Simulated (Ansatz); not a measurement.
A nudged elastic band was laid between two geometries of CH$_{7}$AlOSn (11 atoms, charge 0, multiplicity 1).

Method: RKS r2SCAN/def2-SVP in Ansatz 0.2.0.

| Item | Value |
| --- | --- |
| movable images | 7 |
| climbing image | yes |
| spring | 5.0 eV/Å² |
| optimiser | quadratic models (default) |
| start path | IDPP |
| force threshold | 0.05 eV/Å |
| iteration limit | 50 |
| end points | relaxed |

Image 0:

```xyz
11
Properties=species:S:1:pos:R:3
C -1.055 1.749 -0.278
Al -0.298 0.223 -1.237
Sn 1.039 -1.620 0.154
O 0.450 -1.436 2.077
H -1.098 1.609 0.814
H -2.072 1.989 -0.632
H -0.445 2.652 -0.468
H -0.467 0.097 -2.818
H 2.768 -1.517 0.143
H 0.640 -3.267 -0.126
H 0.604 -0.535 2.392
```

Image 8:

```xyz
11
Properties=species:S:1:pos:R:3
C -0.671 1.911 -0.346
Al 0.167 0.384 -1.234
Sn 0.705 -1.777 0.236
O -0.447 -1.646 1.890
H 0.098 2.670 -0.104
H -1.171 1.646 0.600
H -1.407 2.416 -0.995
H 0.534 0.441 -2.784
H 2.339 -1.986 0.772
H 0.187 -3.297 -0.374
H -0.270 -0.820 2.359
```

Task: Which bonds break or form, and what moves?

Result: No bond is made or broken. The dihedral H6–C1–Al2–Sn3 goes from -138 to -20°.

Task: What energy profile does the band end with?

Result: The forces met the threshold. The highest image is number 4 of 0 to 8, 0.006 eV above the ends, which have the same energy within 2 meV. The top lies less than 8 meV above the higher end, about what the thresholds resolve: that end is a shoulder or a very shallow well. A vibrational analysis at the climbing image gives one clearly imaginary mode, 50i cm⁻¹: a first-order saddle point.

```tsv
image	path coordinate (Å)	energy (eV)	dihedral H6–C1–Al2–Sn3 (°)
0	0.00	0.000	-138
1	0.45	0.001	-122
2	0.90	0.003	-106
3	1.35	0.005	-90
4	1.80	0.006	-74
5	2.19	0.006	-60
6	2.59	0.003	-46
7	2.99	0.001	-33
8	3.38	0.000	-20
```

Task: What is the geometry of the highest image?

Result: 
```xyz
11
Properties=species:S:1:pos:R:3:forces:R:3
C -0.711 1.916 -0.326 0.00 0.00 0.00
Al 0.092 0.383 -1.238 0.00 0.00 0.00
Sn 0.776 -1.749 0.217 0.00 0.00 0.00
O -0.245 -1.674 1.956 0.00 0.00 0.00
H -0.201 2.170 0.619 0.00 0.00 0.00
H -1.756 1.677 -0.051 0.00 0.00 0.00
H -0.742 2.823 -0.952 0.00 0.00 0.00
H 0.299 0.373 -2.818 0.00 0.00 0.00
H 2.452 -1.899 0.626 0.00 0.00 0.00
H 0.271 -3.284 -0.365 0.00 0.00 0.00
H -0.171 -0.795 2.352 0.00 0.00 0.00
```

The run took 2.6 min on 2 threads of Arm Neoverse V2, on a shared host, peak memory 0.17 GiB.
